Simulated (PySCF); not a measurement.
# Spinor energies of Sr²³⁺ (strontium, charge +23)

Start: [Ne] 3s2 3p3; 3p1/2 filled at m_j = -1/2, +1/2; 3p3/2 filled at m_j = +3/2. Calculated with PySCF 2.14 in an uncontracted even-tempered set (19 s from 3 bohr⁻², ratio 2.4; 13 p from 3.8 bohr⁻², ratio 2.4; 5 d from 15 bohr⁻², ratio 2.6; 4 f from 23 bohr⁻², ratio 2.6): generalised Hartree-Fock with the X2C-1e Hamiltonian and a Gaussian nucleus; one run each with spin-orbit coupling (SO) switched off, then screened by Boettger's factors.

```json
{"spinor shell": "1s1/2", "electrons": "2", "ε, spin-free (eV)": "-17222.9", "ε, screened SO (eV)": "-17221.7", "weight of nominal j (screened SO)": "1.000", "rms radius, screened SO (bohr)": "0.0450"}
{"spinor shell": "2s1/2", "electrons": "2", "ε, spin-free (eV)": "-3250.9", "ε, screened SO (eV)": "-3250.3", "weight of nominal j (screened SO)": "1.000", "rms radius, screened SO (bohr)": "0.184"}
{"spinor shell": "2p1/2", "electrons": "2", "ε, spin-free (eV)": "-2998.1", "ε, screened SO (eV)": "-3048.3", "weight of nominal j (screened SO)": "0.997", "rms radius, screened SO (bohr)": "0.161"}
{"spinor shell": "2p3/2", "electrons": "4", "ε, spin-free (eV)": "-2998.1", "ε, screened SO (eV)": "-2973.6", "weight of nominal j (screened SO)": "0.999", "rms radius, screened SO (bohr)": "0.165"}
{"spinor shell": "3s1/2", "electrons": "2", "ε, spin-free (eV)": "-1174.7", "ε, screened SO (eV)": "-1174.4", "weight of nominal j (screened SO)": "1.000", "rms radius, screened SO (bohr)": "0.458"}
{"spinor shell": "3p1/2", "electrons": "2", "ε, spin-free (eV)": "-1105.3", "ε, screened SO (eV)": "-1109.3", "weight of nominal j (screened SO)": "0.872", "rms radius, screened SO (bohr)": "0.446"}
{"spinor shell": "3p3/2", "electrons": "1", "ε, spin-free (eV)": "-1105.3", "ε, screened SO (eV)": "-1097.8", "weight of nominal j (screened SO)": "1.000", "rms radius, screened SO (bohr)": "0.452"}
```

```tsv
quantity	spin-free	screened SO
E (hartree)	-2840.34528	-2840.80108
M_J	3/2	3/2
⟨J²⟩	3.750	3.765
⟨L²⟩	0.000	0.839
⟨S²⟩	3.750	2.769
```

Each row is a mean over spinors that exchange with the open shell spreads, by up to 28.933 eV (3s1/2).

Rows whose weight is well below 1 are mixtures of j = l ± 1/2: exchange outweighs spin-orbit coupling there, and the label is only the starting occupation.

Breit and QED terms are absent; they matter most for the inner s and p1/2 levels.

Densities and radii are taken from the X2C orbitals without a picture-change correction, which distorts them close to the nucleus.

Without spin-orbit coupling the j labels of p, d and f shells carry no meaning; the spin-free column gives the mean over the occupied spinors of each nl shell.
